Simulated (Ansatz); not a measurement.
Al2Ga5, 7 atoms. Hardware: 6 threads of Intel Xeon on a shared host.

Correlated methods freeze 55 core orbitals; core or outer-core shells of Ga are correlated, in sets that lack core-valence functions.

(1) How many basis functions does each of these Ansatz runs have, and roughly what does it cost? MP2/def2-SVP, charge 0 doublet, energy, from earlier orbitals; PBE-D4/def2-SVP, charge 0 doublet, energy, from earlier orbitals; PBE-D4/def2-TZVP, charge 0 doublet, energy and forces, from earlier orbitals; r2SCAN-D4/def2-TZVP, charge 0 doublet, energy, from earlier orbitals; HF/STO-3G, charge 0 doublet, energy; PBE0-D4/def2-TZVP, charge 0 doublet, energy, from earlier orbitals; PBE0-D4/def2-SVP, charge 0 doublet, energy, from earlier orbitals; PBE-D4/def2-SVP, charge 0 doublet, relaxation, 16 steps.

Answers

(1) Other jobs shared the machine, so times can vary by a factor of up to 3. A dash marks memory too small to be measured apart from the calling script's.

```csv
run,functions,fitting or Cholesky vectors,wall time,peak host memory (GiB)
"PBE-D4/def2-SVP, charge 0 doublet, energy, from earlier orbitals",196,2161,9.1 s,–
"PBE-D4/def2-TZVP, charge 0 doublet, energy and forces, from earlier orbitals",314,2358,21 s,1
"PBE0-D4/def2-SVP, charge 0 doublet, energy, from earlier orbitals",196,1911,26 s,1.2
"MP2/def2-SVP, charge 0 doublet, energy, from earlier orbitals",196,1911,33 s,1.3
"HF/STO-3G, charge 0 doublet, energy",108,1075,53 s,1.3
"r2SCAN-D4/def2-TZVP, charge 0 doublet, energy, from earlier orbitals",314,2358,58 s,1.1
"PBE0-D4/def2-TZVP, charge 0 doublet, energy, from earlier orbitals",314,2093,68 s,2.1
"PBE-D4/def2-SVP, charge 0 doublet, relaxation, 16 steps",196,2161,2.1 min,–
```
